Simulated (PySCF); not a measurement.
CH9FOSi3, SMILES C[SiH2][SiH2]O[SiH2]F.

The structure is a stationary point at r2SCAN-D4/def2-SVP. The structure was generated by enumeration, and PubChem lists no compound with its InChIKey, so it may never have been made. The values are those of a single conformer.

Two levels are set side by side: TDA-PBE/def2-SVPD (PySCF) and TDA-M06-2X/def2-SVPD (PySCF). Vertical, same geometry. The lowest singlet is HOMO→LUMO 97 % with PBE and HOMO→LUMO 92 % with the other functional; states are paired by order. Differences are taken from unrounded values.

```csv
quantity,TDA-PBE
lowest singlet excitation (eV),5.65
lowest triplet excitation (TDA) (eV),5.09
first bright state (f over 0.05) (eV),6.86
its oscillator strength,0.05
```

### Question
These are the TDA-PBE values. What does TDA-M06-2X give? (An estimate is asked for; the answer gives what the named calculation found.)

### Answer

| quantity | TDA-M06-2X | TDA-PBE minus TDA-M06-2X |
|---|---|---|
| lowest singlet excitation (eV) | 6.23 | -0.59 |
| lowest triplet excitation (TDA) (eV) | 5.67 | -0.58 |
| first bright state (f over 0.05) (eV) | 7.72 | -0.87 |
| its oscillator strength | 0.27 | -0.22 |

A lower first singlet is the usual sign of a functional without exact exchange. Differences between two approximate levels are no errors against the true value.

Rough cost on one machine, each run with all the roots and properties that it gave: TDA-M06-2X against TDA-PBE about 9 times.
